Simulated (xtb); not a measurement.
Input for xtb: GFN1-xTB on C4H10 (SMILES CCCC), a point of a torsion scan.

```
$ xtb mol.xyz --gfn 1 --sp --chrg 0 --uhf 0
14

C     -1.55033038    -0.27515907     0.44235523
C     -0.76348528     0.56204086    -0.55942541
C      0.66672096     0.05460839    -0.75772931
C      0.73998026    -1.14369847    -1.69703883
H     -1.06125907    -0.26302098     1.41411292
H     -1.62750732    -1.30779253     0.11049424
H     -2.55719187     0.11930668     0.56051911
H     -0.72791234     1.59247065    -0.19696483
H     -1.28106756     0.56901254    -1.52082074
H      1.09385907    -0.21030319     0.21156975
H      1.27485789     0.86030387    -1.17658520
H      0.34951762    -0.88138511    -2.67802634
H      0.16014748    -1.97783629    -1.30923578
H      1.77016213    -1.47252622    -1.81498536
```

It printed:

```
[...]
           -------------------------------------------------
          |                Calculation Setup                |
           -------------------------------------------------



           -------------------------------------------------
          |                 G F N 1 - x T B                 |
           -------------------------------------------------

        Reference                      10.1021/acs.jctc.7b00118
      * Hamiltonian:
        H0-scaling (s, p, d)           1.850000    2.250000    2.000000
        zeta-weighting                 0.000000
      * Dispersion:
        s8                             2.400000
        a1                             0.630000
        a2                             5.000000
        s9                             0.000000
      * Repulsion:
        kExp                           1.500000
        rExp                           1.000000
      * Coulomb:
        alpha                          2.000000
        third order                    atomic
        anisotropic                    false
      * Halogen bond correction:
        rad-scale                      1.300000
        damping                        0.440000


          ...................................................
          :                      SETUP                      :
          :.................................................:
          :  # basis functions                  36          :
          :  # atomic orbitals                  36          :
          :  # shells                           28          :
          :  # electrons                        26          :
          :  # halogen bonds                     0          :
          :  max. iterations                   250          :
          :  Hamiltonian                  GFN1-xTB          :
          :  restarted?                      false          :
          :  GBSA solvation                  false          :
          :  PC potential                    false          :
          :  electronic temp.          300.0000000     K    :
          :  accuracy                    1.0000000          :
          :  -> integral cutoff          0.2500000E+02      :
          :  -> integral neglect         0.1000000E-07      :
          :  -> SCF convergence          0.1000000E-05 Eh   :
          :  -> wf. convergence          0.2000000E-04 e    :
          :  Broyden damping             0.4000000          :
          :  net charge                          0          :
          :  unpaired electrons                  0          :
          ...................................................

 iter      E             dE          RMSdq      gap      omega  full diag
   1    -14.0440491 -0.140440E+02  0.762E+00    8.59       0.0  T
   2    -14.0639424 -0.198933E-01  0.465E+00    9.04       1.0  T
   3    -14.0644987 -0.556313E-03  0.507E-01    9.23       1.0  T
   4    -14.0656118 -0.111311E-02  0.300E-02    9.13       1.0  T
   5    -14.0656186 -0.677419E-05  0.718E-03    9.14       3.7  T
   6    -14.0656188 -0.212528E-06  0.152E-03    9.14      17.6  T
   7    -14.0656188 -0.117386E-07  0.623E-05    9.14     429.2  T
   8    -14.0656188 -0.146052E-10  0.205E-05    9.14    1301.1  T

   *** convergence criteria satisfied after 8 iterations ***

         #    Occupation            Energy/Eh            Energy/eV
      -------------------------------------------------------------
         1        2.0000           -0.6552978             -17.8316
       ...           ...                  ...                  ...
         7        2.0000           -0.5316785             -14.4677
         8        2.0000           -0.5098547             -13.8739
         9        2.0000           -0.5049033             -13.7391
        10        2.0000           -0.4932509             -13.4220
        11        2.0000           -0.4701712             -12.7940
        12        2.0000           -0.4675411             -12.7224
        13        2.0000           -0.4649526             -12.6520 (HOMO)
        14                         -0.1290375              -3.5113 (LUMO)
        15                         -0.1225904              -3.3359
        16                         -0.1095893              -2.9821
        17                         -0.1038106              -2.8248
        18                         -0.0711641              -1.9365
       ...                                ...                  ...
        36                          0.4863401              13.2340
      -------------------------------------------------------------
                  HL-Gap            0.3359152 Eh            9.1407 eV
             Fermi-level           -0.2969950 Eh           -8.0816 eV

 SCC (total)                   0 d,  0 h,  0 min,  0.012 sec
 SCC setup                      ...        0 min,  0.000 sec (  1.383%)
 Dispersion                     ...        0 min,  0.000 sec (  0.721%)
 classical contributions        ...        0 min,  0.000 sec (  0.298%)
 integral evaluation            ...        0 min,  0.003 sec ( 26.450%)
 iterations                     ...        0 min,  0.003 sec ( 25.160%)
 molecular gradient             ...        0 min,  0.005 sec ( 43.580%)
 printout                       ...        0 min,  0.000 sec (  2.244%)

         :::::::::::::::::::::::::::::::::::::::::::::::::::::
         ::                     SUMMARY                     ::
         :::::::::::::::::::::::::::::::::::::::::::::::::::::
         :: total energy             -13.865120287697 Eh    ::
         :: gradient norm              0.007417230996 Eh/a0 ::
         :: HOMO-LUMO gap              9.140717215487 eV    ::
         ::.................................................::
         :: SCC energy               -14.065618826803 Eh    ::
         :: -> electrostatic           0.000195929746 Eh    ::
         :: repulsion energy           0.204534590014 Eh    ::
         :: dispersion energy         -0.004036050907 Eh    ::
         :: halogen bond corr.         0.000000000000 Eh    ::
         :: add. restraining           0.000000000000 Eh    ::
         :: total charge               0.000000000000 e     ::
         :::::::::::::::::::::::::::::::::::::::::::::::::::::

           -------------------------------------------------
          |                Property Printout                |
           -------------------------------------------------

    * Orbital Energies and Occupations

         #    Occupation            Energy/Eh            Energy/eV
      -------------------------------------------------------------
         1        2.0000           -0.6552978             -17.8316
         2        2.0000           -0.6375223             -17.3479
         3        2.0000           -0.6164022             -16.7732
         4        2.0000           -0.5954219             -16.2023
         5        2.0000           -0.5540956             -15.0777
         6        2.0000           -0.5515515             -15.0085
         7        2.0000           -0.5316785             -14.4677
         8        2.0000           -0.5098547             -13.8739
         9        2.0000           -0.5049033             -13.7391
        10        2.0000           -0.4932509             -13.4220
        11        2.0000           -0.4701712             -12.7940
        12        2.0000           -0.4675411             -12.7224
        13        2.0000           -0.4649526             -12.6520 (HOMO)
        14                         -0.1290375              -3.5113 (LUMO)
        15                         -0.1225904              -3.3359
        16                         -0.1095893              -2.9821
        17                         -0.1038106              -2.8248
        18                         -0.0711641              -1.9365
Note: The following floating-point exceptions are signalling: IEEE_DENORMAL
normal termination of xtb
        19                         -0.0673763              -1.8334
        20                         -0.0583983              -1.5891
        21                         -0.0479101              -1.3037
        22                         -0.0380516              -1.0354
        23                         -0.0249094              -0.6778
        24                          0.0950066               2.5853
       ...                                ...                  ...
        36                          0.4863401              13.2340
      -------------------------------------------------------------
                  HL-Gap            0.3359152 Eh            9.1407 eV
             Fermi-level           -0.2969950 Eh           -8.0816 eV

  Mulliken/CM5 charges         n(s)   n(p)   n(d)
     1C    -0.08669 -0.23951   1.005  3.082  0.000
     2C    -0.04146 -0.15497   1.026  3.015  0.000
     3C    -0.04146 -0.15497   1.026  3.015  0.000
     4C    -0.08670 -0.23953   1.005  3.082  0.000
     5H     0.02690  0.07909   0.973  0.000  0.000
     6H     0.02752  0.08007   0.972  0.000  0.000
     7H     0.02821  0.07977   0.972  0.000  0.000
     8H     0.02255  0.07716   0.977  0.000  0.000
     9H     0.02297  0.07839   0.977  0.000  0.000
    10H     0.02297  0.07839   0.977  0.000  0.000
    11H     0.02255  0.07716   0.977  0.000  0.000
    12H     0.02690  0.07909   0.973  0.000  0.000
    13H     0.02753  0.08008   0.972  0.000  0.000
    14H     0.02821  0.07977   0.972  0.000  0.000

Wiberg/Mayer (AO) data.
largest (>0.10) Wiberg bond orders for each atom

 ---------------------------------------------------------------------------
     #   Z sym  total        # sym  WBO       # sym  WBO       # sym  WBO
 ---------------------------------------------------------------------------
     1   6 C    3.997 --     2 C    1.019     5 H    0.987     7 H    0.987
                             6 H    0.986
     2   6 C    3.998 --     1 C    1.019     3 C    1.005     9 H    0.980
                             8 H    0.980
     3   6 C    3.998 --     4 C    1.019     2 C    1.005    10 H    0.980
                            11 H    0.980
     4   6 C    3.997 --     3 C    1.019    12 H    0.987    14 H    0.987
                            13 H    0.986
     5   1 H    1.005 --     1 C    0.987
     6   1 H    1.005 --     1 C    0.986
     7   1 H    1.005 --     1 C    0.987
     8   1 H    1.008 --     2 C    0.980
     9   1 H    1.006 --     2 C    0.980
    10   1 H    1.006 --     3 C    0.980
    11   1 H    1.008 --     3 C    0.980
    12   1 H    1.005 --     4 C    0.987
    13   1 H    1.005 --     4 C    0.986
    14   1 H    1.005 --     4 C    0.987
 ---------------------------------------------------------------------------

Topologies differ in total number of bonds
Writing topology from bond orders to xtbtopo.mol

 dipole moment from electron density (au)
     X       Y       Z
   0.0051   0.0144  -0.0004  total (Debye):    0.039


           -------------------------------------------------
          | TOTAL ENERGY              -13.865120287697 Eh   |
          | GRADIENT NORM               0.007417230996 Eh/α |
          | HOMO-LUMO GAP               9.140717215487 eV   |
           -------------------------------------------------

------------------------------------------------------------------------
------------------------------------------------------------------------
 total:
 SCF:
```

The run finished.

Cost: very roughly 0.06 core-seconds.
